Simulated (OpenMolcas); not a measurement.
An atom or ion with 39 electrons was computed by XMS-CASPT2, IPEA 0.25 Eh, imaginary shift 0.1 Eh with spin-orbit coupling (OpenMolcas, ANO-RCC-VTZP, DKH2). The lowest levels that the run gave, each within 12 % of the measured value where one is at hand:

```csv
J,Parity,E (cm⁻¹),g
3/2,even,0.0,0.402
5/2,even,520,1.029
7/2,even,1185,1.238
9/2,even,1953,1.332
3/2,even,8710,1.612
1/2,even,8810,2.387
7/2,even,9530,0.890
5/2,even,9760,1.596
9/2,even,10110,1.099
1/2,even,10770,0.949
3/2,even,11070,1.319
3/2,even,13220,0.934
```

Problem. Which ion is it, and what are the configurations and terms?

Solution. Nb2+ (Z = 41, charge +2; active space 3 electrons in 5 orbitals (4d)). J, parity and g give the terms where levels are pure, and mixed ones are named by the computed weights; the size of the splittings, set against known spectra of the 39-electron sequence, gives the charge. In order, with the measured energies in cm⁻¹ (the list in Shadmi, J. Res. Natl. Bur. Stand. 70A, 435 (1966)): 4d³ ⁴F_3/2, 4d³ ⁴F_5/2 (516), 4d³ ⁴F_7/2 (1177), 4d³ ⁴F_9/2 (1939), 4d³ ⁴P_3/2 [74 %] (8608), 4d³ ⁴P_1/2 (8664), 4d³ ²G_7/2 (9236), 4d³ ⁴P_5/2 (9594), 4d³ ²G_9/2 (9804), 4d³ ²P_1/2, 4d³ ²P_3/2 [53 %], 4d³ ²D_3/2(1) [74 %].

CASPT2 breaks the degeneracy within a term, and the mean is taken; among the terms shown or strongly mixed into the levels shown the widest spread is 730 cm-1 (4d³ ²G). Levels of configurations with an s electron are missing; early in the row they begin among the upper levels of the d shell and mix with terms of their name. The CASPT2 spread within a term exceeds the gap to the next term for 4d³ ⁴P and 4d³ ²G, so the order of their levels is uncertain. Computed and measured levels are paired by configuration, term and J; levels that our copy of the source lacks, or whose pairing is in doubt (as where it misses far off the trend of its configuration), stay unpaired and out of the deviations. Levels of configurations outside the active space are missing.

A share in square brackets marks a mixed level and gives the weight of the term that names it. A number in round brackets counts repeated terms of one configuration in the order of the reference energies.
